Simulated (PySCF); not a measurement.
# Telling isomers of C13H12 apart by NMR

PySCF 2.14 calculation with structure optimised with PBE0-D3(BJ)/def2-SVP, B3LYP/pcJ-1 coupling constants (spin–dipole term left out of most H,H and C,H couplings) and NMR shieldings at PBE0/pcSseg-1/GIAO; gas phase, one conformer, no relativistic terms, averaged over atoms made equivalent by symmetry, fast rotation or ring inversion.

Shifts are taken against calculated references (same method and geometry level): TMS for ¹H (σ = 31.27 ppm), ¹³C (σ = 184.41 ppm). Multiplet labels drop J under 1 Hz and among equivalent protons, and merge close values. Unscaled 3J(H,H) run several per cent high. Shifts are as computed. Against solution values, carbons near 30 ppm lie about +2 ppm off and those near 130 ppm about +5 ppm (rms about the fit 1.9 ppm; single classes can miss by 10 ppm). Of 1328 compounds with measured shifts, 309 miss one by over three times the rms of a fit or turn the order of signals round; such compounds aren't used in these exercises. Signals without a measured value on file couldn't be tested in this way; 1H shifts scatter by 0.2 ppm about their fit, and single ones miss by 0.5 ppm.

(1) Tabulate the signals of `Cc1ccc(-c2ccccc2)cc1`, `C=CC1=C[C@@H]2C[C@H]1c1ccccc12` and their relative energies.

(2) What is the quickest way to tell Cc1ccc(-c2ccccc2)cc1 from C=CC1=C[C@@H]2C[C@H]1c1ccccc12?

Results:

(1) 
```tsv
SMILES	carbon types	δC	δH	E rel. (kcal/mol)
Cc1ccc(-c2ccccc2)cc1	3×C 9×CH 1×CH3	147.3, 144.5, 142.1, 134.9, 134.2, 133.0, 132.8, 132.4, 23.0	7.62 (m, 2H), 7.56 (d, 2H), 7.54 (m, 2H), 7.43 (m, 1H), 7.38 (d, 2H), 2.43 (s, 3H)	0.0
C=CC1=C[C@@H]2C[C@H]1c1ccccc12	3×C 8×CH 2×CH2	165.1, 157.4, 157.2, 151.2, 139.8, 130.1, 130.0, 127.3, 126.5, 119.7, 71.3, 54.4, 51.9	7.43 (m, 1H), 7.32 (m, 1H), 7.09 (m, 1H), 7.06 (m, 1H), 6.71 (dt, 1H), 6.61 (dd, 1H), 5.61 (dt, 1H), 5.32 (dt, 1H), 3.78 (q, 1H), 3.60 (dq, 1H), 2.18 (m, 1H), 2.14 (m, 1H)	38.6
```

Energies are electronic energies at PBE0/pcSseg-1 on these geometries, without zero-point or thermal terms, each for the one conformer computed, which needn't be the lowest.

(2) Count the carbon signals: 9 against 13. The first has a methyl carbon on an aromatic ring (CH3) at 23.0 ppm, the second a terminal =CH2 carbon at 119.7 ppm. Their most deshielded carbons lie at 147.3 and 165.1 ppm.
